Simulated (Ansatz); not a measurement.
Molecule: AlH, charge 1, multiplicity 2. SMILES of the parent species: [AlH]
Coordinates optimised at B3LYP-D3(BJ)/def2-TZVP (Ansatz, a program for electronic structure):
```
Al
H 1 1.6229
```
Charge +1, spin multiplicity 2.

Question: Give the harmonic wavenumbers at B3LYP-D3(BJ)/def2-TZVP (Ansatz, finite differences of forces, unscaled).

Answer: 1618 cm⁻¹. Zero-point energy 2.3 kcal/mol.

Question: From these and the geometry, give the ideal-gas thermochemistry at 298.15 K and 1 atm (rigid rotor, harmonic oscillator).

Answer: Point group C∞v, rotational symmetry number 1. Rotational constants 197.5, 197.5 GHz. S(trans) 35.92, S(rot) 8.84, S(vib) 0.01, S(elec, spin only) 1.38, S 46.1 cal/(mol K). H(298) - H(0) 2.08 kcal/mol; G - E(el) -9.4 kcal/mol.
